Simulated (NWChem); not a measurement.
Species: CH6FNSi2; SMILES F[Si@H]1NC[SiH2]1

```xyz
11

F     -0.3548    -2.0488    -0.6799
Si    -0.0649    -0.8796     0.4254
N      1.3686     0.0393     0.1549
C      1.0204     1.3901    -0.2951
Si    -0.8880     1.2492    -0.0321
H     -0.1272    -1.6190     1.7183
H      2.3481    -0.2257     0.1834
H      1.4776     2.1803     0.3275
H      1.2964     1.5912    -1.3470
H     -1.3952     2.0790     1.1029
H     -1.7258     1.5029    -1.2422
```
Atoms are numbered in this order, from 1.

Level: PBE0/def2-SVP (NWChem), optimised geometry, unscaled harmonic frequencies. 

### Question
List the harmonic frequencies with IR intensities, and the thermochemistry.

### Answer
```csv
frequency (cm⁻¹),IR intensity (km/mol)
102,1.1
158,3.4
271,6.2
404,5.2
442,25.4
458,12.0
538,85.2
580,44.6
656,22.0
704,111.7
733,73.4
831,121.7
844,20.7
871,12.1
921,155.5
938,122.3
1075,19.6
1173,21.2
1183,7.9
1346,45.6
1478,2.7
2227,103.0
2240,70.7
2245,179.8
3030,47.0
3084,19.5
3621,19.4
```

```json
{
  "zero_point_energy": "45.9 kcal/mol",
  "thermal correction to the enthalpy at 298.15 K (with zero-point energy)": "50.7 kcal/mol",
  "heat capacity Cv": "24.1 cal/(mol K)",
  "entropy at 298.15 K and 1 atm (symmetry number 1)": "80.0 cal/(mol K)",
  "dipole_moment": "2.02 D"
}
```

Rigid rotor and harmonic oscillator.
